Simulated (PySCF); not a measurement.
C2H3F3O, SMILES C(O)C(F)(F)F.

Geometry: B3LYP-D3(BJ)/def2-SVP. The values are those of a single conformer.

Two levels are set side by side: TDDFT-PBE/def2-SVPD (PySCF) and TDDFT-ωB97X/def2-SVPD (PySCF). Vertical, same geometry. The lowest singlet is HOMO→LUMO 99 % with PBE and HOMO→LUMO 82 % with the other functional; states are paired by order. Differences are taken from unrounded values.

| quantity | TDDFT-PBE |
|---|---|
| lowest singlet excitation (eV) | 6.85 |
| lowest triplet excitation (TDA) (eV) | 6.56 |

These are the TDDFT-PBE values. What does TDDFT-ωB97X give? (An estimate is asked for; the answer gives what the named calculation found.)


```json
[
 {"quantity": "lowest singlet excitation (eV)", "TDDFT-ωB97X": "8.15", "TDDFT-PBE minus TDDFT-ωB97X": "-1.30"},
 {"quantity": "lowest triplet excitation (TDA) (eV)", "TDDFT-ωB97X": "7.79", "TDDFT-PBE minus TDDFT-ωB97X": "-1.24"}
]
```

Functionals without exact exchange tend to place singlet excitations lower, as here. Differences between two approximate levels are no errors against the true value.

Rough cost on one machine, each run with all the roots and properties that it gave: TDDFT-ωB97X against TDDFT-PBE about 9 times.
